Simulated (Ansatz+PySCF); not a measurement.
singlet H₂: levels of theory in one basis

```xyz
2

H     0.0106    0.0430   -0.3573
H    -0.0281   -0.0006    0.3391
```

Basis set: def2-SVP (spherical functions). All electrons are correlated. Charge 0, multiplicity 1.

Computed with Ansatz (development build ahead of 0.2.0); each method stands on the lowest determinant of its kind that the runs found. NEVPT2 correlates all electrons. Active spaces start from the frontier orbitals, and the lowest solution found is given.

| method | E − E(RHF) (eV) | <S²> of the determinant |
| --- | --- | --- |
| RHF | 0.00 | 0.00 |
| RHF-MP2 | -0.71 | – |
| RHF-CCSD | -0.92 | – |
| RHF-CCSD(T) | -0.92 | – |
| SC-NEVPT2(2,2) | -0.76 | – |

(1) What does CASSCF(2,2) give on the same scale?

(2) Is a single determinant a sound starting point here?

Results:

(1) -0.46 eV.

(2) By this sign, yes. Unrestricted orbitals gain 0.00 eV and <S²> is 0.00 against 0.00 for a pure state. The CASSCF(2,2) natural occupations are 1.98, 0.02.
